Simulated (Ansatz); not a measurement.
**Energy profile**

The step: GaH₃O ([OH][GaH2]) + SiH₄ → GaSiH₅ ([SiH3][GaH2]) + H₂O (still joined by a long Ga–O bond); bonds formed: Ga1–Si6, O2–H5; bonds broken: H5–Si6; bonds weakened to dative contacts: Ga1–O2 (atoms numbered as in the saddle structure below).

Ga1  (-0.589, -0.173, -1.215)
O2  (0.453, 1.478, -1.113)
H3  (0.209, -1.315, -1.918)
H4  (-2.113, 0.129, -1.177)
H5  (0.436, 0.794, 0.018)
Si6  (0.095, -0.368, 1.388)
H7  (1.326, 1.411, -1.514)
H8  (1.451, -0.784, 1.841)
H9  (-0.712, -1.624, 1.248)
H10  (-0.556, 0.452, 2.443)
(Å)

Electronic energies by CCSD(T) at an estimated basis limit (MP2 extrapolated from triple and quadruple zeta, plus CCSD(T) − MP2 in triple zeta), on PBE0-D4/def2-TZVP structures; GaSiH7O, singlet; no counterpoise correction. Program: Ansatz 0.2.0. Basis: def2-TZVPP and def2-QZVPP. Cores are frozen in the correlated methods. Filled d shells of the heavier atoms are correlated. The def2 sets are not built for correlating such inner shells, so the correlated values are less sure here. Extrapolation: Hartree–Fock as exp(−7.88 √X), correlation as X^−2.97.

(1) Give the profile in kcal/mol, counted from the separated reactants. (To be estimated.)

No T1 diagnostic of these runs exceeds 0.016. The start structure is not quite a true minimum (one mode of 57i cm⁻¹).

## Answers

(1) By the calculation:
```
                                                                                                         point  kcal/mol
  separated: GaH3O (linked as [OH][GaH2]; Ga1, O2, H3, H4, H7; singlet) + SiH4 (H5, Si6, H8, H9, H10; singlet)      0.00
                                                                                               start structure     -2.68
                                                                                                        saddle     29.49
                                                                                                 end structure     -1.73
separated: GaSiH5 (linked as [SiH3][GaH2]; Ga1, H3, H4, Si6, H8, H9, H10; singlet) + H2O (O2, H5, H7; singlet)     12.86
```

For scale, one of the runs: CCSD(T)/def2-TZVPP, 219 basis functions, launched by `ansatz run in.yaml --threads 4 --pin off --events-out ev --progress --plain --max-ram 9574MiB`. Time: 63 s of wall clock on 4 CPU threads of an Arm Neoverse V2; the host was shared. Peak host memory: 3.2 GiB.
